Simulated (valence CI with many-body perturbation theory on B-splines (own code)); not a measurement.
Results of a calculation; reference values are marked as such.
## Level structure of Gd⁵¹⁺

Method: relativistic CI+MBPT: three valence electrons over a frozen Dirac-Fock core [Ne], radial functions for each j: 11 s, 11 p, 9 d, 7 f, 5 g, 2 h, 1 i, with the one-electron correlation potential Σ1 (screened to all orders), the two-electron term Σ2, the three-electron term Σ3, Breit, model QED; selected single and double excitations, second order for the rest (own B-spline code, finite nucleus).

The last digits are not significant, and no measured levels were compared; by estimate large intervals hold to a few tenths of a per cent, small ones and those within an open d or f shell to about a per cent.

Levels 1 to 45 of 68, with energies above the lowest level, (3s^2 3p1/2) J=1/2. "Leading %" is the weight of the configuration and term that name the level; weights of strongly mixed levels are sums over their largest components and can fall short. In the jj column 3d3/2^4 stands for four electrons in 3d with j = 3/2.

| No. | Configuration | Term | J | E (× 10³ cm⁻¹) | Leading % | Leading jj | Second component | g |
| --- | --- | --- | --- | --- | --- | --- | --- | --- |
| 1 | 3s2 3p | 2P° | 1/2 | 0.00 | 99 | 3s^2 3p1/2 (99 %) |  | 0.653 |
| 2 | 3s 3p2 | 4P | 1/2 | 1070.1 | 57 | 3s 3p1/2^2 (98 %) | 28 % 3s 3p2 2S | 2.182 |
| 3 | 3s2 3p | 2P° | 3/2 | 1475.6 | 99 | 3s^2 3p3/2 (99 %) |  | 1.324 |
| 4 | 3s 3p2 | 4P | 3/2 | 2352.7 | 90 | 3s 3p1/2 3p3/2 (99 %) | 7 % 3s 3p2 2D | 1.646 |
| 5 | 3s 3p2 | 2D | 5/2 | 2470.5 | 57 | 3s 3p1/2 3p3/2 (97 %) | 40 % 3s 3p2 4P | 1.350 |
| 6 | 3s 3p2 | 2D | 3/2 | 2620.2 | 55 | 3s 3p1/2 3p3/2 (83 %) | 26 % 3s 3p2 2P | 0.956 |
| 7 | 3s 3p2 | 2P | 1/2 | 2688.1 | 70 | 3s 3p1/2 3p3/2 (97 %) | 27 % 3s 3p2 4P | 1.231 |
| 8 | 3s2 3d | 2D | 3/2 | 3036.1 | 83 | 3s^2 3d3/2 (83 %) | 9 % 3s 3p2 2D | 0.830 |
| 9 | 3s2 3d | 2D | 5/2 | 3312.1 | 94 | 3s^2 3d5/2 (94 %) | 6 % 3s 3p2 4P | 1.213 |
| 10 | 3p3 | 2P° | 3/2 | 3685.9 | 34 | 3p1/2^2 3p3/2 (73 %) | 22 % 3p3 2D° | 1.191 |
| 11 | 3s 3p 3d | 4F° | 3/2 | 3797.0 | 71 | 3s 3p1/2 3d3/2 (84 %) | 13 % 3s 3p 3d 2D° | 0.592 |
| 12 | 3s 3p 3d | 4F° | 5/2 | 3883.3 | 48 | 3s 3p1/2 3d3/2 (96 %) | 25 % 3s 3p 3d 2F° | 1.034 |
| 13 | 3s 3p2 | 4P | 5/2 | 3927.9 | 54 | 3s 3p3/2^2 (95 %) | 42 % 3s 3p2 2D | 1.408 |
| 14 | 3s 3p 3d | 4D° | 1/2 | 4058.1 | 62 | 3s 3p1/2 3d3/2 (98 %) | 31 % 3s 3p 3d 2P° | 0.379 |
| 15 | 3s 3p 3d | 4D° | 3/2 | 4086.8 | 39 | 3s 3p1/2 3d3/2 (84 %) | 22 % 3s 3p 3d 4P° | 1.305 |
| 16 | 3s 3p2 | 2S | 1/2 | 4167.1 | 69 | 3s 3p3/2^2 (98 %) | 16 % 3s 3p2 4P | 1.893 |
| 17 | 3s 3p2 | 2P | 3/2 | 4213.0 | 63 | 3s 3p3/2^2 (97 %) | 28 % 3s 3p2 2D | 1.196 |
| 18 | 3s 3p 3d | 4P° | 5/2 | 4225.3 | 38 | 3s 3p1/2 3d5/2 (99 %) | 30 % 3s 3p 3d 4D° | 1.350 |
| 19 | 3s 3p 3d | 4F° | 7/2 | 4307.4 | 48 | 3s 3p1/2 3d5/2 (97 %) | 28 % 3s 3p 3d 2F° | 1.246 |
| 20 | 3s 3p 3d | 2F° | 5/2 | 4381.2 | 50 | 3s 3p1/2 3d5/2 (95 %) | 18 % 3s 3p 3d 2D° | 1.046 |
| 21 | 3s 3p 3d | 2D° | 3/2 | 4417.6 | 41 | 3s 3p1/2 3d5/2 (81 %) | 32 % 3s 3p 3d 2P° | 1.122 |
| 22 | 3p2 3d | 2D | 3/2 | 5103.6 | 38 | 3p1/2^2 3d3/2 (98 %) | 36 % 3p2 3d 4F | 0.769 |
| 23 | 3p3 | 2D° | 5/2 | 5122.8 | 72 | 3p1/2 3p3/2^2 (72 %) | 12 % 3s 3p 3d 2F° | 1.156 |
| 24 | 3p3 | 4S° | 3/2 | 5154.6 | 46 | 3p1/2 3p3/2^2 (90 %) | 45 % 3p3 2D° | 1.391 |
| 25 | 3p3 | 2P° | 1/2 | 5256.0 | 84 | 3p1/2 3p3/2^2 (84 %) | 14 % 3s 3p 3d 2P° | 0.681 |
| 26 | 3s 3p 3d | 4D° | 3/2 | 5369.1 | 42 | 3s 3p3/2 3d3/2 (98 %) | 38 % 3s 3p 3d 4P° | 1.314 |
| 27 | 3s 3p 3d | 4P° | 1/2 | 5379.2 | 84 | 3s 3p3/2 3d3/2 (97 %) | 13 % 3s 3p 3d 4D° | 2.254 |
| 28 | 3s 3p 3d | 4D° | 5/2 | 5383.1 | 47 | 3s 3p3/2 3d3/2 (82 %) | 20 % 3s 3p 3d 4F° | 1.249 |
| 29 | 3s 3p 3d | 4F° | 7/2 | 5408.9 | 40 | 3s 3p3/2 3d3/2 (86 %) | 31 % 3s 3p 3d 4D° | 1.261 |
| 30 | 3p2 3d | 2D | 5/2 | 5527.1 | 30 | 3p1/2^2 3d5/2 (97 %) | 22 % 3p2 3d 4D | 1.194 |
| 31 | 3s 3p 3d | 4F° | 9/2 | 5566.9 | 100 | 3s 3p3/2 3d5/2 (100 %) |  | 1.324 |
| 32 | 3s 3p 3d | 2D° | 3/2 | 5580.3 | 64 | 3s 3p3/2 3d3/2 (76 %) | 24 % 3s 3p 3d 4P° | 0.989 |
| 33 | 3s 3p 3d | 2F° | 5/2 | 5692.6 | 65 | 3s 3p3/2 3d3/2 (85 %) | 10 % 3s 3p 3d 2D° | 0.991 |
| 34 | 3s 3p 3d | 2P° | 1/2 | 5722.7 | 69 | 3s 3p3/2 3d3/2 (85 %) | 20 % 3s 3p 3d 4D° | 0.608 |
| 35 | 3s 3p 3d | 2D° | 5/2 | 5726.7 | 50 | 3s 3p3/2 3d5/2 (87 %) | 32 % 3s 3p 3d 4P° | 1.295 |
| 36 | 3s 3p 3d | 2F° | 7/2 | 5796.2 | 70 | 3s 3p3/2 3d5/2 (88 %) | 25 % 3s 3p 3d 4D° | 1.211 |
| 37 | 3s 3p 3d | 2P° | 3/2 | 5807.7 | 44 | 3s 3p3/2 3d5/2 (73 %) | 41 % 3s 3p 3d 2D° | 1.163 |
| 38 | 3s 3p 3d | 2F° | 7/2 | 5916.5 | 73 | 3s 3p3/2 3d5/2 (97 %) | 19 % 3s 3p 3d 4D° | 1.197 |
| 39 | 3s 3p 3d | 2P° | 1/2 | 5988.4 | 84 | 3s 3p3/2 3d5/2 (87 %) | 8 % 3p3 2P° | 0.693 |
| 40 | 3s 3p 3d | 2P° | 3/2 | 6053.7 | 79 | 3s 3p3/2 3d5/2 (97 %) | 7 % 3s 3p 3d 2D° | 1.303 |
| 41 | 3s 3p 3d | 2D° | 5/2 | 6071.5 | 63 | 3s 3p3/2 3d5/2 (92 %) | 21 % 3s 3p 3d 2F° | 1.115 |
| 42 | 3p2 3d | 2F | 5/2 | 6406.6 | 51 | 3p1/2 3p3/2 3d3/2 (91 %) | 35 % 3p2 3d 4F | 0.935 |
| 43 | 3p2 3d | 4F | 3/2 | 6459.3 | 40 | 3p1/2 3p3/2 3d3/2 (98 %) | 27 % 3p2 3d 2P | 0.918 |
| 44 | 3p2 3d | 4D | 1/2 | 6478.0 | 81 | 3p1/2 3p3/2 3d3/2 (99 %) | 16 % 3p2 3d 2P | 0.164 |
| 45 | 3p2 3d | 2G | 7/2 | 6499.2 | 46 | 3p1/2 3p3/2 3d3/2 (92 %) | 28 % 3p2 3d 2F | 1.040 |

The ionisation energy to 3s2 1S_0 of the next ion comes out as 4694.7 eV (NIST: 4693 ± 4 eV (theoretical)). All 68 levels together are meant to be complete up to 7494.6 × 10³ cm⁻¹.
